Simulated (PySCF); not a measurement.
Gas-phase reaction: 3 MoOF4 + 3 F2O → 3 MoF6 + 2 O3

Computed with PySCF and rigid-rotor harmonic-oscillator thermochemistry at 1 bar. † marks an energy on the PBE0/def2-TZVP geometry and frequencies. CCSD(T) freezes the core. All species are closed-shell singlets. Mo: scalar-relativistic def2 core potential, no spin-orbit coupling. CCSD(T) isn't extrapolated to the basis-set limit. Strong static correlation: O3. Warning, large T1 diagnostic: MoF6, MoOF4, O3 (CCSD(T)/def2-SVP†).

LDA/def2-TZVP† gives ΔH°(298 K) = -736 kJ.

**Question.** What do CCSD(T)/def2-SVP†, PBE0/def2-SVP†, PBE/def2-TZVP† give?

**Answer.** CCSD(T)/def2-SVP†: -504 kJ; PBE0/def2-SVP†: -607 kJ; PBE/def2-TZVP†: -618 kJ. For scale, ΔH°(298 K) is -736 kJ at this level, -506 kJ at ωB97M-V/def2-TZVP†, and runs from -1059 to -316 kJ over the 17 levels computed.
